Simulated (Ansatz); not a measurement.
C₄H₇O₂S, doublet, geometry from GFN2-xTB. Base run: MP2/def2-SVP run with Ansatz (an electronic-structure program).

Here is a job for Ansatz.
Ansatz 0.2 input:
```yaml
crystal:
  periodic: [false, false, false]
  atoms:
    - {symbol: O, position_ang: [1.20582299, 0.63703759, 1.26442980]}
    - {symbol: S, position_ang: [0.59731569, 0.46377763, -0.02791048]}
    - {symbol: O, position_ang: [1.21088856, 1.14490167, -1.13828716]}
    - {symbol: C, position_ang: [-1.12685342, 0.81459164, 0.03043694]}
    - {symbol: C, position_ang: [-1.90007289, -0.42866224, -0.03021007]}
    - {symbol: C, position_ang: [-0.94949266, -1.57801386, 0.33886522]}
    - {symbol: C, position_ang: [0.36671307, -1.31843240, -0.36146958]}
    - {symbol: H, position_ang: [-1.52096062, 1.79857927, -0.11345824]}
    - {symbol: H, position_ang: [-2.76975271, -0.40009022, 0.63480175]}
    - {symbol: H, position_ang: [-2.29754025, -0.58865507, -1.04489655]}
    - {symbol: H, position_ang: [-0.77775098, -1.56250060, 1.41642599]}
    - {symbol: H, position_ang: [-1.37833452, -2.54287852, 0.06676269]}
    - {symbol: H, position_ang: [0.31041096, -1.44378684, -1.43879776]}
    - {symbol: H, position_ang: [1.20142010, -1.87352333, 0.05085347]}
basis:
  gaussian:
    orbitals: def2-SVP
magnetization: {spin_polarized: true, initial_magnetization: 1}
correlation: {method: mp2}
```

Variants of this job, named by their change:

| change | basis functions | E (Eh) | MP2 correlation (Eh) | core-seconds (rough) |
|---|---|---|---|---|
| base | 137 | -703.33768 | -1.03645 | 7 |
| basis = pcseg-0 | [?] | [?] | [?] | 4 |
| basis = pc-1 | 137 | -703.61020 | -1.04424 | 10 |
| basis = pcseg-1 | 137 | [?] | [?] | 8 |
| basis = cc-pVDZ | 137 | -703.71518 | -1.03826 | 9 |
| basis = cc-pV(D+d)Z | [?] | [?] | [?] | 10 |
| basis = 6-31+G* | [?] | [?] | [?] | 10 |
| basis = 6-311G** | 177 | -703.85770 | -1.10209 | 10 |
| basis = aug-pcseg-1 | 228 | -703.66393 | -1.08112 | 30 |
| basis = aug-cc-pVDZ | 228 | -703.81138 | -1.09722 | 40 |
| basis = pc-2 | 312 | -704.12965 | -1.28254 | 40 |
| basis = cc-pVTZ | 312 | -704.14146 | -1.30473 | 40 |
| basis = def2-TZVPP | 326 | -704.16531 | -1.30343 | 60 |

Task: What belongs in the gaps?

Result: 
- basis = pcseg-0, basis functions: 81
- basis = pcseg-0, E (Eh): -701.72010
- basis = pcseg-0, MP2 correlation (Eh): -0.67595
- basis = pcseg-1, E (Eh): -703.59183
- basis = pcseg-1, MP2 correlation (Eh): -1.04186
- basis = cc-pV(D+d)Z, basis functions: 142
- basis = cc-pV(D+d)Z, E (Eh): -703.75961
- basis = cc-pV(D+d)Z, MP2 correlation (Eh): -1.04241
- basis = 6-31+G*, basis functions: 151
- basis = 6-31+G*, E (Eh): -703.67507
- basis = 6-31+G*, MP2 correlation (Eh): -1.00494

Totals compare only among sets that treat the same electrons; sets with core potentials leave the core out.
